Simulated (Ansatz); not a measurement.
Reactions of FH₃MgOSi, SMILES `[F][Mg][O][SiH3]`.

Isolated molecules relaxed with PBE0-D4/def2-TZVP in Ansatz; ΔE leaves out vibrations. CCSD(T)/CBS adds triple-zeta CCSD(T) − MP2 to the extrapolated MP2 energy (def2 sets, frozen cores). This one scheme is used for every species. Functionals use def2-TZVPP. For Ge, Mg outer-core shells are correlated without core-valence functions, which leaves a few kJ/mol of doubt a bond. Scalar relativity is left out up to krypton. Each species was taken in one conformer, which may not be the lowest.

```json
{"reaction": "`[F][Mg][O][SiH3]` + `[SiH3][O][GeH2][SH]` → `[F][Mg][SH]` + `[SiH3][O][GeH2][O][SiH3]`", "ωB97M-V (eV)": "0.18", "B2PLYP (eV)": "0.20", "HF/CBS(def2) (eV)": "0.07", "PBE0-D4 (eV)": "0.19", "CCSD(T)/CBS(def2) (eV)": "0.23"}
{"reaction": "`[F][Mg][O][SiH3]` + `CO[SiH3]` → `C[O][Mg][F]` + `[SiH3]O[SiH3]`", "ωB97M-V (eV)": "0.20", "B2PLYP (eV)": "0.20", "HF/CBS(def2) (eV)": "0.17", "PBE0-D4 (eV)": "0.20", "CCSD(T)/CBS(def2) (eV)": "0.22"}
{"reaction": "`[F][Mg][O][SiH3]` + `[NH2][GeH3]` → `[SiH3][NH][GeH3]` + `[OH][Mg][F]`", "ωB97M-V (eV)": "0.66", "B2PLYP (eV)": "0.71", "HF/CBS(def2) (eV)": "0.81", "PBE0-D4 (eV)": "0.64", "CCSD(T)/CBS(def2) (eV)": "0.69"}
{"reaction": "`[F][Mg][O][SiH3]` + `CC=N` → `C/C=N\\[SiH3]` + `[OH][Mg][F]`", "ωB97M-V (eV)": "0.91", "B2PLYP (eV)": "0.94", "HF/CBS(def2) (eV)": "1.10", "PBE0-D4 (eV)": "0.86", "CCSD(T)/CBS(def2) (eV)": "0.96"}
{"reaction": "`[F][Mg][O][SiH3]` + H₂O → `[OH][Mg][O][SiH3]` + H–F", "ωB97M-V (eV)": "0.62", "B2PLYP (eV)": "0.62", "HF/CBS(def2) (eV)": "0.67", "PBE0-D4 (eV)": "0.62", "CCSD(T)/CBS(def2) (eV)": "0.59"}
```

Largest T1 diagnostic: 0.013, for `C/C=N\[SiH3]`.
